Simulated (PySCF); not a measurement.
## Excitation energy of Al+ by level of theory

Al+ [Ne] 3s2 (1S) → Al+ [Ne] 3s1 3p1 (3P), as a difference of total energies. Computed with PySCF 2.14 in x2c-QZVPPall with one added diffuse shell each of s, p, d, f type (10s7p5d3f1g, 86 functions), with scalar relativity by spin-free X2C-1e. Correlated levels: valence: [Ne] frozen; valence and next inner shell: 1s2 frozen. The calculations carry no spin-orbit coupling.

```csv
method,excitation energy (eV),error (eV)
UHF,3.550,-1.101
LDA,4.716,+0.065
PBE,4.535,-0.116
PBE0,4.408,-0.243
r2SCAN,4.129,-0.522
wB97X-V,4.559,-0.092
HSE06,4.418,-0.233
CAM-B3LYP,4.723,+0.072
BHandHLYP,4.633,-0.018
MP2 (valence),4.276,-0.375
SCS-MP2 (valence),4.485,-0.166
MP2 (valence and next inner shell),4.473,-0.178
SCS-MP2 (valence and next inner shell),4.638,-0.013
```

Reference: 4.651 eV (measured; NIST levels, between the centres of gravity of the two terms).

Errors of the correlated levels include the incompleteness of this basis and the frozen core.
